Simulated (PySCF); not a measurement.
**Checking a proposed structure**

A compound C7H13BO2 gives the data below (simulated from a calculation) and was assigned the structure `C[C@@H]1CC2(CC2)[C@H]1B(O)O`.

$^{13}$C{$^{1}$H} NMR (computed): δ 40.6 (CH2), 36.2 (CH), 35.9 (CH), 32.0 (CH2), 29.5 (CH2), 26.8 (CH), 19.6 (CH2).

$^{1}$H NMR (400 MHz, computed): δ 3.74 (br s, 2H), 2.07 (m, 1H), 2.06 (m, 1H), 1.99 (m, 1H), 1.94 (m, 1H), 1.94 (m, 1H), 1.85 (m, 1H), 1.83 (m, 1H), 1.73 (m, 1H), 1.56 (m, 1H), 1.26 (m, 1H), 0.89 (m, 1H).

Computational details: PBE0-D3(BJ)/def2-SVP structure, GIAO B97-2/pcSseg-1 shieldings, in PySCF 2.14 (a single conformation, equivalent nuclei averaged, gas phase, non-relativistic Hamiltonian).

References, each an isolated molecule treated in the same way: $^{1}$H and $^{13}$C vs TMS.

Question: Compare with the shifts computed for the proposed structure, pairing carbons in order of shift.

Answer: Atom-mapped SMILES (the numbers label the heavy atoms): `[CH3:1][C@@H:2]1[CH2:3][C:4]2([CH2:5][CH2:6]2)[C@H:7]1[B:8]([OH:9])[OH:10]` (H(Xn): hydrogen on atom n).

| atom | computed for proposal | given list | difference |
| --- | --- | --- | --- |
| C3 | 40.3 | 40.6 | -0.3 |
| C7 | 35.9 | 36.2 | -0.3 |
| C2 | 28.6 | 35.9 | -7.3 |
| C1 | 24.0 | 32.0 | -8.0 |
| C4 | 16.4 | 29.5 | -13.1 |
| C6 | 14.0 | 26.8 | -12.8 |
| C5 | 12.4 | 19.6 | -7.2 |

The rms difference is 8.5 ppm and the largest -13.1 ppm at C4 (three-membered-ring carbon). The carbon types in order of shift don't match either: CH2, CH, CH, CH3, C, CH2, CH2 for the proposal against CH2, CH, CH, CH2, CH2, CH, CH2 in the data. The proposal doesn't fit.

Question: Which isomer fits?

Answer: `OB(O)[C@@H]1CC[C@H]2C[C@@H]1C2`.

δC 40.6, 32.0, 29.5, 19.6: sp3 CH2 in a ring; aliphatic region, no heteroatom directly attached. δC 36.2, 35.9: sp3 CH in a ring; saturated and bonded to C and H only. δC 26.8: sp3 CH bonded to B. δH 3.74: hydrogen on an oxygen bonded to B; exchangeable; this is the value without hydrogen bonding to other molecules.

Other isomers checked: C[C@@H]1CC2(CC2)[C@@H]1B(O)O (rms 8.7 ppm).

This is the structure that produced the data.

OH and NH positions are those of a molecule without intermolecular hydrogen bonds; in solution they move with solvent, concentration and temperature, and exchange usually removes their couplings. A carbon bonded to boron is broadened by the quadrupolar boron nucleus and is often missing from a measured spectrum. Shifts are as computed. Against solution values, carbons near 30 ppm lie about +1 ppm off and those near 130 ppm about +2 ppm. Of 1211 compounds with measured shifts, 218 miss one by over three times the rms of a fit or turn the order of signals round; such compounds aren't used in these exercises. No couplings were computed; multiplicities are counted from neighbouring protons, with m where these are inequivalent, close in shift, in a saturated or five-membered ring or joined by F or P, and br s for small geminal =CH2 splittings.
